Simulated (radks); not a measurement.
Values are calculated unless marked as measured or tabulated.
Question: Spherical quantum dot in the effective-mass picture: electrons in a hard-walled sphere of radius 5.17, with a point charge +1 (a donor) at the centre, all in effective atomic units (hartree* = m*/eps^2 hartree, bohr* = eps/m* bohr), one dielectric constant everywhere. Level of theory: non-relativistic Kohn-Sham, LDA (Slater exchange, Perdew-Wang correlation), spin-polarised, spherical densities (a radial shooting solver with Libxc functionals). Levels are named by radial order and angular momentum (1s, 1p, 1d, 2s, ...), and open shells are averaged over m. At N = 18 the configuration is 1s2 1p6 1d10. Does electron 19 go into 1f up or 2s up?

Answer: Into 2s up. The total energies of the other choices lie higher by 0.156 hartree* (1f up).
